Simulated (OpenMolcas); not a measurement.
As₂⁺ at 2.192 Å: OpenMolcas input and output

Input (each module block was a call of its own in one work directory; start orbitals came from a preliminary run):

```
&GATEWAY
Coord
2
angstrom
As 0.0 0.0 0.0
As 0.0 0.0 2.1920
Basis=ANO-RCC-VTZP
Group=XY
RX2C
AMFI
ANGMom
0.0 0.0 0.0
RICD
&SEWARD
&GUESSORB
&RASSCF
FileOrb=$CurrDir/o22.orb
Symmetry=2
Spin=2
nActEl=5 0 0
Inactive=18 12
RAS2=2 4
CIRoot=8 8 1
Linear
Iterations=120 100
OrbListing=Nothing
PRWF=0.15
>>COPY $Project.RasOrb $CurrDir/o22.orb
>>COPY $Project.rasscf.h5 $CurrDir/r22.h5
&CASPT2
XMultistate=all
Imaginary=0.2
IPEA=0.25
MaxIter=40
>>COPY $Project.JobMix JOB001
```

```bash
pymolcas m.inp
```

RASSCF and CASPT2 output of these blocks, in excerpt:

```
++    Wave function specifications:
      Number of closed shell electrons          60
      Number of electrons in active shells       5
      Number of inactive orbitals               30
      Number of active orbitals                  6
      Number of secondary orbitals              50
      Spin quantum number                      0.5
      State symmetry                             2
++    Orbital specifications:
      Symmetry species                           1   2
                                                 a   b
      Frozen orbitals                            0   0
      Inactive orbitals                         18  12
      Active orbitals                            2   4
      RAS2 orbitals                              2   4
      Secondary orbitals                        26  24
      Number of basis functions                 46  40
      printout of CI-coefficients larger than  0.15 for root  1
      energy=   -4517.830500
      conf/sym  11 2222     Coeff  Weight
            13  02 200u   0.19942 0.03977
            73  02 002u  -0.94960 0.90173
      printout of CI-coefficients larger than  0.15 for root  2
      energy=   -4517.830500
      conf/sym  11 2222     Coeff  Weight
            69  02 02u0   0.19942 0.03977
            76  02 00u2   0.94960 0.90173
      printout of CI-coefficients larger than  0.15 for root  3
      energy=   -4517.736678
      conf/sym  11 2222     Coeff  Weight
            40  02 u0du   0.25773 0.06642
            42  02 u0ud  -0.73416 0.53899
            70  02 0u20   0.57207 0.32726
      printout of CI-coefficients larger than  0.15 for root  4
      energy=   -4517.736678
      conf/sym  11 2222     Coeff  Weight
            43  02 u002  -0.57207 0.32726
            72  02 0udu   0.76466 0.58471
      printout of CI-coefficients larger than  0.15 for root  5
      energy=   -4517.708498
      conf/sym  11 2222     Coeff  Weight
            38  02 u020   0.30299 0.09180
            40  02 u0du   0.27534 0.07581
            42  02 u0ud   0.47691 0.22744
            43  02 u002  -0.30299 0.09180
            70  02 0u20   0.38939 0.15163
            72  02 0udu  -0.21424 0.04590
            74  02 0uud  -0.37108 0.13770
            75  02 0u02  -0.38939 0.15163
      printout of CI-coefficients larger than  0.15 for root  6
      energy=   -4517.708498
      conf/sym  11 2222     Coeff  Weight
            38  02 u020  -0.38939 0.15163
            40  02 u0du   0.21424 0.04590
            42  02 u0ud   0.37108 0.13770
            43  02 u002   0.38939 0.15163
            70  02 0u20   0.30299 0.09180
            72  02 0udu   0.27534 0.07581
            74  02 0uud   0.47691 0.22744
            75  02 0u02  -0.30299 0.09180
      printout of CI-coefficients larger than  0.15 for root  7
      energy=   -4517.674921
      conf/sym  11 2222     Coeff  Weight
            38  02 u020   0.79655 0.63450
            43  02 u002   0.44907 0.20167
            72  02 0udu   0.18532 0.03434
            74  02 0uud   0.17672 0.03123
           105  00 u022   0.22656 0.05133
      printout of CI-coefficients larger than  0.15 for root  8
      energy=   -4517.674921
      conf/sym  11 2222     Coeff  Weight
            42  02 u0ud   0.24885 0.06193
            70  02 0u20   0.44907 0.20167
            75  02 0u02   0.79655 0.63450
           108  00 0u22   0.22656 0.05133
      Natural orbitals and occupation numbers for root  1
      sym 1:   0.039078   1.958356
      sym 2:   0.123693   0.038310   1.875220   0.965343
      Natural orbitals and occupation numbers for root  2
      sym 1:   0.039078   1.958356
      sym 2:   0.038310   0.123693   0.965343   1.875220
      Natural orbitals and occupation numbers for root  3
      sym 1:   0.040966   1.952048
      sym 2:   0.652137   0.377534   1.304754   0.672561
      Natural orbitals and occupation numbers for root  4
      sym 1:   0.040966   1.952048
      sym 2:   0.377534   0.652137   0.672561   1.304754
      Natural orbitals and occupation numbers for root  5
      sym 1:   0.033054   1.964729
      sym 2:   0.509758   0.509758   0.991351   0.991351
      Natural orbitals and occupation numbers for root  6
      sym 1:   0.033054   1.964729
      sym 2:   0.509758   0.509758   0.991351   0.991351
      Natural orbitals and occupation numbers for root  7
      sym 1:   0.038078   1.856032
      sym 2:   0.937535   0.101898   1.471973   0.594484
      Natural orbitals and occupation numbers for root  8
      sym 1:   0.038078   1.856032
      sym 2:   0.101898   0.937535   0.594484   1.471973
      RASSCF energy for state  8                  -4517.67492100
::    RASSCF root number  1 Total energy:  -4517.83049974
::    RASSCF root number  2 Total energy:  -4517.83049974
::    RASSCF root number  3 Total energy:  -4517.73667837
::    RASSCF root number  4 Total energy:  -4517.73667837
::    RASSCF root number  5 Total energy:  -4517.70849801
::    RASSCF root number  6 Total energy:  -4517.70849801
::    RASSCF root number  7 Total energy:  -4517.67492100
::    RASSCF root number  8 Total energy:  -4517.67492100
      Von Neumann Entropy (Root   1) =  1.09266
++    Wave function specifications:
      Number of closed shell electrons           4
      Number of electrons in active shells       5
      Number of inactive orbitals                2
      Number of active orbitals                  6
      Number of secondary orbitals              50
      Spin quantum number                      0.5
      State symmetry                             2
      Number of CSFs                           108
      Number of CASSCF root(s) available         8
      CASPT2 state passed to geometry opt.       8
      A file JOBMIX will be created
      This is a MULTI-STATE CASSCF reference
      Number of CI roots used                    8
      These are:                                 1   2   3   4   5   6   7   8
      Off-diagonal elements of Heff are computed
  FINAL CASPT2 RESULT:
      Reference energy:       -4517.8304997354
      E2 (Non-variational):      -0.1584953305
      Shift correction:          -0.0020963081
      E2 (Variational):          -0.1605916386
      Total energy:           -4517.9910913740
      Reference weight:           0.92281
  FINAL CASPT2 RESULT:
      Reference energy:       -4517.8304997354
      E2 (Non-variational):      -0.1584953312
      Shift correction:          -0.0020963082
      E2 (Variational):          -0.1605916394
      Total energy:           -4517.9910913749
      Reference weight:           0.92281
  FINAL CASPT2 RESULT:
      Reference energy:       -4517.7366783687
      E2 (Non-variational):      -0.1573374299
      Shift correction:          -0.0020202928
      E2 (Variational):          -0.1593577227
      Total energy:           -4517.8960360914
      Reference weight:           0.92462
  FINAL CASPT2 RESULT:
      Reference energy:       -4517.7366783687
      E2 (Non-variational):      -0.1573374296
      Shift correction:          -0.0020202929
      E2 (Variational):          -0.1593577225
      Total energy:           -4517.8960360911
      Reference weight:           0.92462
  FINAL CASPT2 RESULT:
      Reference energy:       -4517.7084980073
      E2 (Non-variational):      -0.1591067006
      Shift correction:          -0.0019815979
      E2 (Variational):          -0.1610882985
      Total energy:           -4517.8695863058
      Reference weight:           0.92455
  FINAL CASPT2 RESULT:
      Reference energy:       -4517.7084980073
      E2 (Non-variational):      -0.1591067006
      Shift correction:          -0.0019815979
      E2 (Variational):          -0.1610882985
      Total energy:           -4517.8695863059
      Reference weight:           0.92455
  FINAL CASPT2 RESULT:
      Reference energy:       -4517.6749210032
      E2 (Non-variational):      -0.1647037665
      Shift correction:          -0.0023657015
      E2 (Variational):          -0.1670694679
      Total energy:           -4517.8419904711
      Reference weight:           0.91804
  FINAL CASPT2 RESULT:
      Reference energy:       -4517.6749210032
      E2 (Non-variational):      -0.1647037677
      Shift correction:          -0.0023657017
      E2 (Variational):          -0.1670694693
      Total energy:           -4517.8419904725
      Reference weight:           0.91804
       Total XMS-CASPT2 energies:
::    XMS-CASPT2 Root  1     Total energy:  -4517.99109137
::    XMS-CASPT2 Root  2     Total energy:  -4517.99109137
::    XMS-CASPT2 Root  3     Total energy:  -4517.89357780
::    XMS-CASPT2 Root  4     Total energy:  -4517.89357780
::    XMS-CASPT2 Root  5     Total energy:  -4517.86958939
::    XMS-CASPT2 Root  6     Total energy:  -4517.86958939
::    XMS-CASPT2 Root  7     Total energy:  -4517.84444567
::    XMS-CASPT2 Root  8     Total energy:  -4517.84444567
```

g and u states are not told apart. Only roots inside an energy window near the equilibrium distance were included, so the list of states is not complete; labels number the states computed. Each spin and symmetry block has orbitals of its own, averaged over its own roots, so gaps between blocks are less sure than gaps within one and near the minimum can be off by tenths of an eV, in bad cases by more. No Rydberg orbitals are active, so Rydberg states, and σ→σ* states whose orbital the CASSCF left unused, can be missing between those listed. CASPT2 splits the two components of degenerate states numerically, here by up to 108 cm⁻¹. No roots were computed in block 6b (none fell in the window or the block failed), so states of that kind are missing and can lie low or lowest.
